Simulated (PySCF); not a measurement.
**Which determinant of LiBe lies lowest?**

Unrestricted PBE0; PySCF, no relativity, basis sets Li cc-pVTZ, Be cc-pVTZ. Outer shells of the fragments: Li 2s1; Be 2s2.

Followed along the bond (rough minima from three points):

| 2Ms+1 | unpaired | ⟨S²⟩ at the start | R at minimum (Å) | Te (eV) |
| --- | --- | --- | --- | --- |
| 2 | σ ↑ | 0.77 | 2.59 | 0.00 |
| 2 | π ↑ | 0.75 | 2.24 | 0.60 |
| 4 | σ ↑↑, π ↑ | 3.75 | 2.51 | 2.21 |

Solutions found at the starting distance of 2.245 Å, counted from the lowest of them; the search is not exhaustive and high or unbound solutions are not listed, so other states can lie among these:

```tsv
2Ms+1	unpaired	term	E (eV)	⟨S²⟩	⟨Lz²⟩	μ (D)
2	σ ↑	²Σ⁺	0.00	0.77	0.00	-3.07
2	π ↑	²Π	0.45	0.75	1.01	-3.80
4	σ ↑↑, π ↑	⁴Π	2.14	3.75	1.00	-4.97
4	σ ↑, π ↑↑	⁴Σ⁻	2.51	3.75	0.00	-3.68
2	σ ↑↑, π ↓	mixed	3.12	1.75	1.00	-4.63
4	σ ↑↑↑	⁴Σ⁺	3.25	3.75	0.00	4.78
2	σ ↑, π ↑↓	mixed	3.43	1.75	2.02	-3.05
2	σ ↑	mixed	3.96	0.90	2.00	-2.02
4	σ ↑, π ↑↑	mixed	5.03	3.75	2.00	3.32
```

A term symbol is given only where ⟨S²⟩ and ⟨Lz²⟩ are close to those of a pure state; real π, δ and φ orbitals otherwise mix terms. A positive dipole means Li(−)Be(+).

Q: Compare the gap between the two lowest followed solutions at the starting distance with the gap between their minima.

A: At PBE0 the second solution (doublet, unpaired electrons π ↑) lies +0.45 eV from the first (doublet, unpaired electrons σ ↑) at 2.245 Å and +0.60 eV at the minima; the two curves relax by different amounts, since their minima lie near 2.24 and 2.59 Å.

Counting both spins, an empty level lies below a filled one in some of these solutions, because spin and occupation are held.
